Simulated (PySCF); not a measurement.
```xyz
3
charge 0 multiplicity 1, angstrom
Pm   -0.8021    0.0000   -0.8112
S    -2.8014    0.0000    0.4173
I     1.6278    0.0000    0.8252
```

Method: PBE0/[Pm lcecp-1-TZVP with ECP50, S def2-TZVP, I def2-TZVP with ECP28], scalar-relativistic core potentials, density fitting, no spin–orbit coupling, PySCF.

This geometry of PmSI is a stationary point at this level.

(1) What is the point group?

(2) Is it a minimum?

(3) List the harmonic modes with their infrared intensities.

(4) What are the dipole moment and the gap between the highest occupied and lowest empty levels?

Results:

(1) Cs.

(2) Yes: all harmonic wavenumbers are real.

(3) 
```
symmetry  ω (cm⁻¹)  IR (km/mol)
      a'        66          6.8
      a'       175         34.1
      a'       463         96.9
```

(4) 7.92 D and 3.72 eV.

Other isomers or separated fragments may lie lower. The 4f shell sits in the core potential, so its spin is not counted.
